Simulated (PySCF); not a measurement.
Job for PySCF: D3(BJ) and D4 dispersion corrections on BF3H2O (a complex), monomers drawn apart or pushed together.

```python
from pyscf import gto
from pyscf.dispersion import dftd3, dftd4

mol = gto.M(
    atom='''
    F     1.05791979   -0.78438271    0.30186759
    B     0.02946766    0.02507244    0.57220025
    F     0.21096397    1.34710422    0.36965325
    F    -1.21322866   -0.46047264    0.36873772
    O     0.02881139    0.02153222    3.18313776
    H    -0.83478634   -0.27930910    3.49649360
    H     0.15600331    0.92571441    3.50055126
    ''',
    basis='def2-svp',
    charge=0, spin=0, verbose=0, max_memory=1800)
d3, d4 = {}, {}
for xc in ['hf', 'pbe', 'blyp', 'revpbe', 'tpss', 'r2scan', 'b3lyp', 'pbe0', 'bhlyp', 'camb3lyp', 'b2plyp']:
    d3[xc] = float(dftd3.DFTD3Dispersion(mol, xc=xc, version='d3bj', atm=False).get_dispersion()['energy'])
    print(f'D3(BJ) {xc:10s} {d3[xc]:14.8f} Eh')
for xc in ['hf', 'pbe', 'blyp', 'revpbe', 'tpss', 'r2scan', 'b3lyp', 'pbe0', 'bhlyp', 'camb3lyp', 'b2plyp']:
    d4[xc] = float(dftd4.DFTD4Dispersion(mol, xc={'camb3lyp': 'cam-b3lyp'}.get(xc, xc), atm=True).get_dispersion()['energy'])
    print(f'D4     {xc:10s} {d4[xc]:14.8f} Eh')
```

Program output:

```
D3(BJ) hf            -0.01981082 Eh
D3(BJ) pbe           -0.00261429 Eh
D3(BJ) blyp          -0.00536371 Eh
D3(BJ) revpbe        -0.00666185 Eh
D3(BJ) tpss          -0.00324650 Eh
D3(BJ) r2scan        -0.00074026 Eh
D3(BJ) b3lyp         -0.00435976 Eh
D3(BJ) pbe0          -0.00222354 Eh
D3(BJ) bhlyp         -0.00329762 Eh
D3(BJ) camb3lyp      -0.00193202 Eh
D3(BJ) b2plyp        -0.00196349 Eh
D4     hf            -0.01096290 Eh
D4     pbe           -0.00297120 Eh
D4     blyp          -0.00662083 Eh
D4     revpbe        -0.01008157 Eh
D4     tpss          -0.00402228 Eh
D4     r2scan        -0.00076509 Eh
D4     b3lyp         -0.00471161 Eh
D4     pbe0          -0.00249056 Eh
D4     bhlyp         -0.00321316 Eh
D4     camb3lyp      -0.00247552 Eh
D4     b2plyp        -0.00208307 Eh
```

The run finished.

Cost: roughly 0.04 core-seconds.
